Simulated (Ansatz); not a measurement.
A structure relaxed at PBE0-D4/def2-TZVP, charge 0, multiplicity 1:

```json
{"atom": "C1", "x (Å)": "1.175", "y (Å)": "-1.791", "z (Å)": "0.665"}
{"atom": "Se2", "x (Å)": "1.616", "y (Å)": "-0.436", "z (Å)": "-0.666"}
{"atom": "B3", "x (Å)": "0.051", "y (Å)": "0.725", "z (Å)": "-0.597"}
{"atom": "N4", "x (Å)": "0.035", "y (Å)": "1.832", "z (Å)": "-1.449"}
{"atom": "Ga5", "x (Å)": "-1.620", "y (Å)": "0.456", "z (Å)": "0.651"}
{"atom": "H6", "x (Å)": "1.057", "y (Å)": "-1.337", "z (Å)": "1.646"}
{"atom": "H7", "x (Å)": "0.269", "y (Å)": "-2.321", "z (Å)": "0.383"}
{"atom": "H8", "x (Å)": "2.013", "y (Å)": "-2.486", "z (Å)": "0.684"}
{"atom": "H9", "x (Å)": "-0.735", "y (Å)": "2.479", "z (Å)": "-1.473"}
{"atom": "H10", "x (Å)": "0.774", "y (Å)": "2.069", "z (Å)": "-2.093"}
{"atom": "H11", "x (Å)": "-1.840", "y (Å)": "-0.706", "z (Å)": "1.693"}
{"atom": "H12", "x (Å)": "-2.795", "y (Å)": "1.517", "z (Å)": "0.555"}
```

Problem. Give its formula and SMILES.

Solution. CH7BGaNSe, `C[Se][B](N)[GaH2]`.

Problem. Point group (tolerance 0.08 Å, 0.16 Å for H)?

Solution. Cs.

Problem. Summarise the bond lengths by kind.

Solution. 1 × C–Se 1.950 Å; 3 × C–H 1.087 to 1.089 Å; 1 × B–Se 1.950 Å; 1 × B–N 1.398 Å; 1 × B–Ga 2.102 Å; 2 × H–N 1.006 to 1.009 Å; 2 × Ga–H 1.576 to 1.587 Å.

Computed with Ansatz.
